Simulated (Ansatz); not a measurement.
FHTe (SMILES F[TeH]) moved off its minimum; all values from Ansatz (a quantum-chemistry and plane-wave program), cores frozen in correlated methods. Elements past Kr take the def2 small-core potentials, without spin–orbit coupling.
(charge 0, multiplicity 1)
```xyz
3

Te     0.1893     0.0477     0.1142
H      1.3063    -0.3140    -0.9450
F     -1.2613     0.3613    -1.0993
```

Question: Give the forces (eV/Å), the total energy and the dipole at CCSD(T)/def2-TZVPPD.

Answer: 
| atom | Fx | Fy | Fz |
|---|---|---|---|
| Te1 | -1.145 | 0.400 | 1.569 |
| H2 | 1.006 | -0.351 | -1.367 |
| F3 | 0.139 | -0.049 | -0.202 |
Energy -367.4712 hartree, dipole 2.20 D.
